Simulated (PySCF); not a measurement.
Compound: C7H7ClOSi.
Geometry (PBE0-D3(BJ)/def2-SVP, Å), atoms numbered from 1 in this order:
```xyz
17
C7H7ClOSi angstrom
O      3.7442   -1.1543    0.5384
C      3.1384   -0.1432    0.3958
Cl     4.0198    1.4092    0.2877
C      1.6630   -0.0319    0.2895
C      0.9382   -1.2312    0.3543
C     -0.4468   -1.2113    0.2685
C     -1.1443   -0.0006    0.1184
Si    -3.0255    0.0180    0.0067
C     -0.4046    1.1888    0.0546
C      0.9849    1.1804    0.1379
H      1.4837   -2.1696    0.4718
H     -0.9925   -2.1581    0.3206
H     -3.4922    1.4327   -0.0863
H     -3.4808   -0.7394   -1.1984
H     -3.6190   -0.6278    1.2164
H     -0.9194    2.1462   -0.0612
H      1.5502    2.1119    0.0875
```

Linear response at B3LYP/def2-SVPD (PySCF, frozen core in the response, non-relativistic). The structure is a single PBE0-D3(BJ)/def2-SVP conformer in the gas phase; no vibrational or solvent corrections.

Static isotropic polarisability: 132.16 au (19.58 Å³), principal values 79.2, 127.5, 189.8 au.

**Question.** What is the polarisability at 1064 nm and at the sodium D line?

**Answer.** 134.29 au at 1064 nm (+1.6 %), 139.75 au at 589.3 nm (+5.7 %). The rise at 589.3 nm is 3.55 times that at 1064 nm; a pure ω² law gives 3.26. The lowest singlet lies at 282 nm, shorter than both wavelengths.

**Question.** What is the isotropic C6 coefficient between two such molecules, C6 = (3/π)∫α(iω)² dω?

**Answer.** 5886 au (Eh·bohr⁶) by a ten-point quadrature over imaginary frequencies, which is 3520 eV·Å⁶ or 339 J·nm⁶/mol.

**Question.** Which effective excitation energy ω̄ makes London's formula C6 = (3/4)α²ω̄ exact here?

**Answer.** ω̄ = 4·C6/(3α²) = 0.449 Eh = 12.2 eV. A one-pole form α(ω) = α/(1 − ω²/ω̄²) fitted to the 1064 nm value gives 9.2 eV. London's choice of the ionisation energy (9.68 eV, ΔSCF at the same level) gives C6 = 4660 au, 21 % too low.

**Question.** What n − 1 at the D line would an ideal gas of it have at 273.15 K and 1 atm (2.6868 × 10¹⁹ cm⁻³), by n − 1 = 2π·N·α′?

**Answer.** 34.96 × 10⁻⁴, a formal value whether or not that pressure can be reached.

**Question.** What three-body coefficient follows from the one-pole estimate C9 = (3/4)·α·C6?

**Answer.** 583000 au. This is an estimate from the two numbers above, not a computed integral.

**Question.** What does −C6/R⁶ come to at R = 12 Å between centres?

**Answer.** -110 J/mol. This is the leading, orientation-averaged term; C8 and higher terms are left out.

**Question.** How anisotropic is the static polarisability, by Δα² = ½[(α1 − α2)² + (α2 − α3)² + (α3 − α1)²]?

**Answer.** Δα = 96.0 au, or 0.73 of the isotropic value.
